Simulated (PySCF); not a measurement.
H3Sb, triplet, at a GFN2-xTB geometry (a higher spin typed on purpose: for a closed-shell molecule this is an excited state) (core potentials on Sb); PBE/def2-SVP run with PySCF.

Here is a job for PySCF.
```python
from pyscf import gto, scf, dft

mol = gto.Mole()
mol.atom = '''
    Sb   -0.03072174    0.00612194    0.00294575
    H    -0.40271124   -1.90552364    0.08879553
    H     0.34262816    1.91749643   -0.08303447
    H     1.62689170   -0.32419160   -0.15599435
'''
mol.basis = 'def2-svp'
mol.ecp = {'Sb': 'def2-svp'}
mol.spin = 2
mol.verbose = 4
mol.build()

mf = dft.UKS(mol)
mf.xc = 'pbe'
mf.kernel()
mf.analyze()
```

**Question.** Write the output that PySCF gives for this input, abridged.

**Answer.** 
```
PySCF version 2.14.0

[INPUT] verbose = 4
[INPUT] num. atoms = 4
[INPUT] num. electrons = 26
[INPUT] charge = 0
[INPUT] spin (= nelec alpha-beta = 2S) = 2
[INPUT] symmetry False subgroup None
[INPUT] Mole.unit = angstrom
[INPUT] Symbol           X                Y                Z      unit          X                Y                Z       unit  Magmom
[INPUT]  1 Sb    -0.030721740000   0.006121940000   0.002945750000 AA   -0.058055674670   0.011568789951   0.005566660731 Bohr   0.0
[INPUT]  2 H     -0.402711240000  -1.905523640000   0.088795530000 AA   -0.761013950884  -3.600917803484   0.167799232786 Bohr   0.0
[INPUT]  3 H      0.342628160000   1.917496430000  -0.083034470000 AA    0.647473384964   3.623543097531  -0.156912407198 Bohr   0.0
[INPUT]  4 H      1.626891700000  -0.324191600000  -0.155994350000 AA    3.074379747328  -0.612633335885  -0.294786598480 Bohr   0.0

nuclear repulsion = 20.2015844781785
number of shells = 19
number of NR pGTOs = 82
number of NR cGTOs = 41
basis = def2-svp
ecp = {'Sb': 'def2-svp'}

******** <class 'pyscf.dft.uks.UKS'> ********
method = UKS
initial guess = minao
damping factor = 0
level_shift factor = 0
DIIS = <class 'pyscf.scf.diis.CDIIS'>
diis_start_cycle = 1
diis_space = 8
diis_damp = 0
SCF conv_tol = 1e-09
SCF conv_tol_grad = None
SCF max_cycles = 50
direct_scf = True
direct_scf_tol = 1e-13
number electrons alpha = 14  beta = 12
XC library pyscf.dft.libxc version 7.1.2
    S. Lehtola, C. Steigemann, M. J. T. Oliveira, and M. A. L. Marques,  SoftwareX 7, 1–5 (2018)
XC functionals = pbe
    J. P. Perdew, K. Burke, and M. Ernzerhof,  Phys. Rev. Lett. 77, 3865 (1996)
    J. P. Perdew, K. Burke, and M. Ernzerhof,  Phys. Rev. Lett. 78, 1396 (1997)
    J. P. Perdew, K. Burke, and M. Ernzerhof,  Phys. Rev. Lett. 77, 3865 (1996)
    J. P. Perdew, K. Burke, and M. Ernzerhof,  Phys. Rev. Lett. 78, 1396 (1997)
radial grids:
    Treutler-Ahlrichs [JCP 102, 346 (1995); DOI:10.1063/1.469408] (M4) radial grids

becke partition: Becke, JCP 88, 2547 (1988); DOI:10.1063/1.454033
pruning grids: <function nwchem_prune>
grids dens level: 3
symmetrized grids: False
atomic radii adjust function: <function treutler_atomic_radii_adjust>
small_rho_cutoff = 0
Set gradient conv threshold to 3.16228e-05
tot grids = 51384
init E= -216.772830662966

cycle= 1 E= -240.506637867645  delta_E= -23.7  |g|=  1.8  |ddm|= 7.08
cycle= 2 E= -240.258111638718  delta_E= 0.249  |g|= 1.97  |ddm|= 5.95
cycle= 3 E= -241.899701438498  delta_E= -1.64  |g|= 0.0872  |ddm|= 3.75
cycle= 4 E= -241.903744140812  delta_E= -0.00404  |g|= 0.0338  |ddm|= 0.205
cycle= 5 E= -241.904895617887  delta_E= -0.00115  |g|= 0.00847  |ddm|= 0.0804
cycle= 6 E= -241.904963879705  delta_E= -6.83e-05  |g|= 0.00205  |ddm|= 0.0183
cycle= 7 E= -241.904968921691  delta_E= -5.04e-06  |g|= 0.00042  |ddm|= 0.00499
cycle= 8 E= -241.904969112445  delta_E= -1.91e-07  |g|= 0.000107  |ddm|= 0.00127
cycle= 9 E= -241.904969126381  delta_E= -1.39e-08  |g|= 1.5e-05  |ddm|= 0.000313
cycle= 10 E= -241.904969126701  delta_E= -3.2e-10  |g|= 2.69e-06  |ddm|= 4.25e-05
Extra cycle  E= -241.90496912671  delta_E= -8.64e-12  |g|= 2.08e-06  |ddm|= 9.25e-06
converged SCF energy = -241.90496912671  <S^2> = 2.0094722  2S+1 = 3.0063082
**** SCF Summaries ****
Total Energy =                        -241.904969126709858
Nuclear Repulsion Energy =              20.201584478178539
One-electron Energy =                 -461.436379334920616
Two-electron Energy =                  199.329825730032212
Two-electron Coulomb Energy =          219.695694791343044
DFT Exchange-Correlation Energy =      -20.365869061310821
**** MO energy ****
                             alpha | beta                alpha | beta
MO #1   energy= -5.51437506900762  | -5.51161786454445  occ= 1 | 1
MO #2   energy= -3.78471320933559  | -3.78001751878889  occ= 1 | 1
MO #3   energy= -3.78103046146734  | -3.77950464661381  occ= 1 | 1
MO #4   energy= -3.78037880138843  | -3.77814484552574  occ= 1 | 1
MO #5   energy= -1.22449573875148  | -1.21876423726936  occ= 1 | 1
MO #6   energy= -1.22261278145094  | -1.21709060654927  occ= 1 | 1
MO #7   energy= -1.22249376317723  | -1.21706508797935  occ= 1 | 1
MO #8   energy= -1.22097325495993  | -1.21645855046649  occ= 1 | 1
MO #9   energy= -1.21889256660461  | -1.21538525195531  occ= 1 | 1
MO #10  energy= -0.532447227454556 | -0.507492090292359 occ= 1 | 1
MO #11  energy= -0.338820192960168 | -0.297955354743046 occ= 1 | 1
MO #12  energy= -0.300404793104994 | -0.287024897483258 occ= 1 | 1
MO #13  energy= -0.203732529192391 | -0.149538117805824 occ= 1 | 0
MO #14  energy= -0.195615698698236 | -0.13378349452538  occ= 1 | 0
MO #15  energy= -0.0181033620082385 | -0.00273121304590784 occ= 0 | 0
MO #16  energy= 0.0181050736423654 | 0.061438495678523  occ= 0 | 0
MO #17  energy= 0.161442659394465  | 0.197367189244842  occ= 0 | 0
MO #18  energy= 0.225105028118764  | 0.236197043831654  occ= 0 | 0
MO #19  energy= 0.241388256567508  | 0.275352225051177  occ= 0 | 0
MO #20  energy= 0.267038570112253  | 0.279940964331394  occ= 0 | 0
MO #21  energy= 0.271850877204284  | 0.289486941025702  occ= 0 | 0
MO #22  energy= 0.274393793653014  | 0.308983294061501  occ= 0 | 0

spin_pop of  0 Sb 4s        0.00010
spin_pop of  0 Sb 5s        0.12174
spin_pop of  0 Sb 6s        0.00022
spin_pop of  0 Sb 7s        0.00268
spin_pop of  0 Sb 4px       0.00095
spin_pop of  0 Sb 4py       0.00130
spin_pop of  0 Sb 4pz      -0.00101
spin_pop of  0 Sb 5px       0.04663
spin_pop of  0 Sb 5py       0.00011
spin_pop of  0 Sb 5pz       0.00003
spin_pop of  0 Sb 6px       0.03528
spin_pop of  0 Sb 6py       0.07514
spin_pop of  0 Sb 6pz      -0.03699
spin_pop of  0 Sb 7px       0.89639
spin_pop of  0 Sb 7py       0.00103
spin_pop of  0 Sb 7pz      -0.00557
spin_pop of  0 Sb 4dxy     -0.00285
spin_pop of  0 Sb 4dyz      0.00609
spin_pop of  0 Sb 4dz^2    -0.00387
spin_pop of  0 Sb 4dxz      0.02511
spin_pop of  0 Sb 4dx2-y2    0.00003
spin_pop of  0 Sb 5dxy      0.00305
spin_pop of  0 Sb 5dyz      0.00335
spin_pop of  0 Sb 5dz^2     0.00387
spin_pop of  0 Sb 5dxz      0.00385
spin_pop of  0 Sb 5dx2-y2    0.00147
spin_pop of  1 H 1s        0.41400
spin_pop of  1 H 2s        0.00468
spin_pop of  1 H 2px       0.00042
spin_pop of  1 H 2py      -0.00210
spin_pop of  1 H 2pz       0.00261
spin_pop of  2 H 1s        0.41400
spin_pop of  2 H 2s        0.00467
spin_pop of  2 H 2px       0.00013
spin_pop of  2 H 2py      -0.00184
spin_pop of  2 H 2pz       0.00260
spin_pop of  3 H 1s       -0.02885
spin_pop of  3 H 2s        0.00487
spin_pop of  3 H 2px       0.00187
spin_pop of  3 H 2py      -0.00044
spin_pop of  3 H 2pz       0.00527
In total            14.00000 | 12.00000
Dipole moment(X, Y, Z, Debye): -0.10783,  0.02150,  0.01034
```
